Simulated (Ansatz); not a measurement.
`NCCS` and `NC[CH2][GeH3]` differ in one atom or group.

Ansatz, PBE0-D4/def2-TZVP geometries, multiplicity 1. Each molecule was computed in one conformer, which needn't be the lowest.

Scalar relativity is left out up to krypton.

```json
{"property": "size of the dipole moment (ωB97M-V/def2-TZVPP) / D", "`NCCS`": "2.03"}
{"property": "HOMO–LUMO gap (ωB97M-V/def2-TZVPP) / eV", "`NCCS`": "11.30"}
{"property": "HOMO energy (ωB97M-V/def2-TZVPP) / eV", "`NCCS`": "-9.07"}
{"property": "HOMO–LUMO gap (PBE/def2-TZVPP) / eV", "`NCCS`": "4.97"}
{"property": "LUMO energy (PBE/def2-TZVPP) / eV", "`NCCS`": "-0.41"}
{"property": "HOMO energy (PBE0/def2-TZVPP) / eV", "`NCCS`": "-6.77"}
```

**Question.** What does the change do to each property? (Estimate.)

**Answer.** Computed: 
| property | `NC[CH2][GeH3]` | shift |
| --- | --- | --- |
| size of the dipole moment (ωB97M-V/def2-TZVPP) / D | 1.33 | -0.70 |
| HOMO–LUMO gap (ωB97M-V/def2-TZVPP) / eV | 11.62 | 0.32 |
| HOMO energy (ωB97M-V/def2-TZVPP) / eV | -9.36 | -0.29 |
| HOMO–LUMO gap (PBE/def2-TZVPP) / eV | 5.44 | 0.47 |
| LUMO energy (PBE/def2-TZVPP) / eV | -0.01 | 0.40 |
| HOMO energy (PBE0/def2-TZVPP) / eV | -6.94 | -0.17 |

With PBE0 the HOMO falls by 0.17 eV and the LUMO rises by 0.27 eV, so the gap widens by about 0.44 eV. PBE moves the HOMO by -0.07 eV and ωB97M-V by -0.29 eV. Dipoles are sizes alone; their direction can turn.
